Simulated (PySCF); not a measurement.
Coordinates in bohr (charge 1 multiplicity 1):
```
Ti    0.0000    0.0000   -0.7975
Cl    3.8003    0.0000    0.3645
Cl   -1.9001    3.2911    0.3645
Cl   -1.9001   -3.2911    0.3645
```

Method: PBE0 in PySCF with Ti def2-TZVP, Cl def2-TZVP; no relativity; density-fitted integrals.

This geometry of TiCl₃⁺ is a stationary point at this level.

What is the point group?

C3v.

Is it a minimum?

Yes: all harmonic wavenumbers are real.

List the harmonic modes with their infrared intensities.


```
symmetry  ω (cm⁻¹)  IR (km/mol, summed over degenerate members)
      a1       107                                         16.5
       e       135                                          0.7
      a1       476                                          9.6
       e       576                                          301
```

Give the ideal-gas entropy at 298.15 K and 1 bar by parts.

translation 171.6, rotation 109.6, vibration 45.1, spin 0.0; total 326.2 J/(mol K).

In C3v the vibrations span 2a1 + 2e.

This need not be the most stable arrangement of these atoms.
